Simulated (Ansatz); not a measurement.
Pair of molecules: HF (SMILES F) (first 2 atoms) with HI (SMILES I); geometry from B3LYP-D3(BJ)/def2-TZVP.
(charge 0, multiplicity 1):
```xyz
4

F     -0.0701     0.4750    -0.2412
H      0.0048     0.0346     0.5765
I      0.2129    -1.0362     2.9820
H      0.1742     0.4361     3.6486
```

Basis-set superposition error: the interaction energy with monomers in their own basis, and in the dimer's basis (counterpoise).

Codes used: Ansatz (an electronic-structure program) with Gaussian orbitals. Each number belongs to the level named beside it. In def2 rows elements past Kr take small-core potentials, without spin–orbit coupling.

```tsv
level	uncorrected (kcal/mol)	counterpoise (kcal/mol)	difference
HF/def2-SVPD	-0.90	-0.60	0.29
HF/def2-QZVPPD	-0.74	-0.73	0.00
SVWN5/def2-TZVPPD	-5.25	-5.22	0.04
PBE/def2-TZVPPD	-3.19	-3.16	0.03
B97M-V/def2-TZVPPD	-2.94	-2.90	0.04
PBE0/def2-TZVPPD	-2.82	-2.80	0.02
MP2/def2-SVPD	-2.85	-1.64	1.21
SCS-MP2/def2-TZVPPD	-2.24	-1.68	0.56
SCS-MP2/def2-QZVPPD	-2.10	-1.90	0.20
CCSD(T)/def2-TZVPPD	-2.62	-2.04	0.58
```

The error is largest for MP2/def2-SVPD (1.21 kcal/mol) and smallest for HF/def2-QZVPPD (0.00 kcal/mol).
